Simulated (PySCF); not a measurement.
A structure optimised at PBE-D3(BJ)/def2-SVP, used in a PySCF frequency run:

```xyz
7

Ti     0.0461     0.0235     0.0000
F      0.4732     0.8686    -1.4764
F      0.4732     0.8686     1.4764
F      0.8677    -1.5366     0.0000
N     -1.7993    -0.2328     0.0000
H     -2.3727    -0.3466    -0.8436
H     -2.3727    -0.3466     0.8436
```

Q: Write its SMILES, formula and point group.

A: [NH2][Ti]([F])([F])[F], F3H2NTi, Cs

Q: What are its rotational constants (standard atomic weights)?

A: 3.2862, 3.1998, 3.0748 GHz
